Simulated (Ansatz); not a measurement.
Sn12GeH20⁺, an alloyed cluster cut from the lattice of tin (1 Ge, core). Total charge 1; doublet. Geometry PBE-D4/def2-SVP; atoms count from 1.

```
atom    x (Å)    y (Å)    z (Å)
 Sn1   2.6367   3.3111   0.3434
 Sn2  -1.8572  -3.1752   2.6534
 Sn3   2.5059  -1.3077   1.0455
 Sn4  -1.1730   1.3243   1.8529
 Sn5  -1.0877   2.7735  -2.2839
 Sn6  -1.1341  -1.3693  -1.7062
 Sn7   2.6260   0.3765  -3.3408
 Sn8  -2.4066  -0.5761   3.5606
 Sn9   1.6440   1.2195   1.9526
Sn10   1.7322   2.8257  -2.2791
Sn11  -2.4114  -3.4613  -0.0926
Sn12   1.6660  -1.6692  -1.6219
Ge13  -2.0149   0.8371  -0.5955
 H14   4.3658   3.3403   0.3609
 H15   2.0034   4.8264   0.8867
 H16  -2.9250  -4.3289   3.3848
 H17  -0.2135  -3.6470   2.8941
 H18   4.2304  -1.4316   1.1221
 H19   1.7994  -2.5559   2.0200
 H20  -1.7794   2.8997   2.2686
 H21  -1.8604   4.1702  -1.6032
 H22  -1.8041   2.3970  -3.8161
 H23  -1.8397  -1.5607  -3.2848
 H24   4.3540   0.2815  -3.3487
 H25   1.9985   0.1252  -4.9335
 H26  -1.7825  -0.3681   5.1609
 H27  -4.1188  -0.3306   3.5457
 H28   2.1130   1.4243   3.6120
 H29   2.1147   4.1091  -3.3889
 H30  -1.7668  -4.8682  -0.8770
 H31  -4.0768  -3.2711  -0.5300
 H32   2.0335  -3.2498  -2.2395
 H33  -3.5716   0.9294  -0.7223
```

In the def2 sets Sn takes a core potential; there is no spin–orbit coupling. Single mean-field runs in def2-TZVP are fitted with def2-universal-jkfit.

**Question.** Estimate the Mulliken populations of the heavy atoms from the PBE0/def2-TZVP orbitals of Ansatz.

**Answer.** 
```json
{"atom": "Sn1", "charge (e)": "0.07", "spin (α − β)": "0.00"}
{"atom": "Sn2", "charge (e)": "0.08", "spin (α − β)": "0.01"}
{"atom": "Sn3", "charge (e)": "0.07", "spin (α − β)": "0.00"}
{"atom": "Sn4", "charge (e)": "0.08", "spin (α − β)": "0.00"}
{"atom": "Sn5", "charge (e)": "0.14", "spin (α − β)": "0.17"}
{"atom": "Sn6", "charge (e)": "0.12", "spin (α − β)": "0.20"}
{"atom": "Sn7", "charge (e)": "0.07", "spin (α − β)": "0.03"}
{"atom": "Sn8", "charge (e)": "0.08", "spin (α − β)": "0.02"}
{"atom": "Sn9", "charge (e)": "0.05", "spin (α − β)": "0.00"}
{"atom": "Sn10", "charge (e)": "0.05", "spin (α − β)": "0.00"}
{"atom": "Sn11", "charge (e)": "0.13", "spin (α − β)": "0.28"}
{"atom": "Sn12", "charge (e)": "0.05", "spin (α − β)": "0.02"}
{"atom": "Ge13", "charge (e)": "-0.22", "spin (α − β)": "0.15"}
```
Mulliken values depend strongly on the basis.

**Question.** Where does the spin sit?

**Answer.** Summed by element: Sn 0.73, Ge 0.15, H 0.13, of 1 unpaired in all. Largest on single atoms: Sn11 0.28, Sn6 0.20, Sn5 0.17.

**Question.** And the Mayer bond orders between heavy atoms (over 0.3)?

**Answer.** Sn1–Sn9 0.85 (2.82 Å); Sn1–Sn10 0.85 (2.82 Å); Sn2–Sn8 0.86 (2.81 Å); Sn2–Sn11 0.84 (2.82 Å); Sn3–Sn9 0.86 (2.82 Å); Sn3–Sn12 0.86 (2.82 Å); Sn4–Sn8 0.82 (2.84 Å); Sn4–Sn9 0.84 (2.82 Å); Sn4–Ge13 0.87 (2.63 Å); Sn5–Sn10 0.84 (2.82 Å); Sn5–Ge13 0.71 (2.73 Å); Sn6–Sn11 0.61 (2.93 Å); Sn6–Sn12 0.84 (2.82 Å); Sn6–Ge13 0.89 (2.62 Å); Sn7–Sn10 0.86 (2.82 Å); Sn7–Sn12 0.82 (2.84 Å).
